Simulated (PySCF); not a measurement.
Choosing a molecule for a target property.

All species are isolated and taken at one optimised geometry, non-relativistic unless stated. Electronic properties by PySCF.

The conformers computed, where there is a choice (atom-mapped SMILES and torsion angles):
- `[CH3:1][NH:2][CH:3]=[O:4]`: C1–N2–C3–O4 0°
- `[O:1]=[C:2]([OH:3])[c:4]1[n:5][cH:6][n:7][c:8]([Cl:9])[n:10]1`: O1–C2–C4–N5 0°, H–O3–C2–O1 0°

**Question.** Wanted: electronic spatial extent ⟨r²⟩ about the centre of nuclear charge above 1500 bohr² (wB97X-D/def2-SVPD) and static isotropic polarisability below 100 au (wB97X-D/def2-SVPD), at GFN2-xTB geometries. Which candidate meets both?
A. `Fc1cccc2nn[nH]c12`
B. `C(NC)=O`
C. `O=C(O)c1ncnc(Cl)n1`
D. `C[SiH]1[SiH2][SiH2][SiH2]1`

**Answer.** C. Computed values:
```
                   species  electronic spatial extent ⟨r²⟩ about the centre of nuclear charge  static isotropic polarisability
                   C(NC)=O                                                          277 bohr²                          38.0 au
         Fc1cccc2nn[nH]c12                                                         1174 bohr²                          86.6 au
C[SiH]1[SiH2][SiH2][SiH2]1                                                         1222 bohr²                         129.3 au
        O=C(O)c1ncnc(Cl)n1                                                         1709 bohr²                          84.6 au
```

**Question.** Wanted: lowest singlet excitation above 5 eV (TDDFT wB97X-D/def2-SVPD) and HOMO energy above -9.3 eV (wB97X-D/def2-SVPD), at GFN2-xTB geometries. Which candidate meets both?
A. `C[SiH]1[SiH2][SiH2][SiH2]1`
B. `Fc1cccc2nn[nH]c12`
C. `O=C(O)c1ncnc(Cl)n1`
D. `C(NC)=O`

**Answer.** B. Computed values:
| species | lowest singlet excitation | HOMO energy |
| --- | --- | --- |
| O=C(O)c1ncnc(Cl)n1 | 4.06 eV | -10.38 eV |
| C[SiH]1[SiH2][SiH2][SiH2]1 | 4.64 eV | -9.13 eV |
| Fc1cccc2nn[nH]c12 | 5.12 eV | -8.99 eV |
| C(NC)=O | 5.90 eV | -9.51 eV |
